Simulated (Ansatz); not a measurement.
Consider the redistribution: `C#[C][SnH2][C]#C` + `C=NBF` → `C#[C][SnH2][F]` + `C#CBN=C`.

Computed with Ansatz on PBE0-D4/def2-TZVP structures; ΔE is electronic, products minus reactants. CBS: MP2 limit from def2 TZ/QZ plus the TZ coupled-cluster correction, frozen cores. Functionals use def2-TZVPP. HSE06 is defined as in plane-wave codes. Elements past krypton have def2 core potentials. For Sn outer-core shells are correlated without core-valence functions, which leaves a few kJ/mol of doubt a bond. Each species was taken in one conformer, which may not be the lowest.

(1) Is it downhill or uphill in electronic energy at CCSD(T)/CBS, and by how much? (Best estimate.)

(2) What do these levels give: PBE0-D4, ωB97X-V, B2PLYP, PBE-QIDH, HSE06, BHLYP? (Best estimate.)

Largest T1 diagnostic among the species: 0.016.

Results:

(1) Computed: Uphill: ΔE = +0.35 eV.

(2) The calculation gave: PBE0-D4 0.29, ωB97X-V 0.33, B2PLYP 0.32, PBE-QIDH 0.40, HSE06 0.28, BHLYP 0.35 eV.

Leaving LDA and LC-ωPBE aside and taking each functional with its dispersion term where it has one, the values, not all of them listed here, spread over 0.24 eV, from revPBE-D4 to PBE-QIDH. LDA lies +0.08 eV from PBE without D4. From r2SCAN to r2SCAN0 (25 % exact exchange), in def2-TZVPP and without D4, ΔE moves by +0.10 eV.
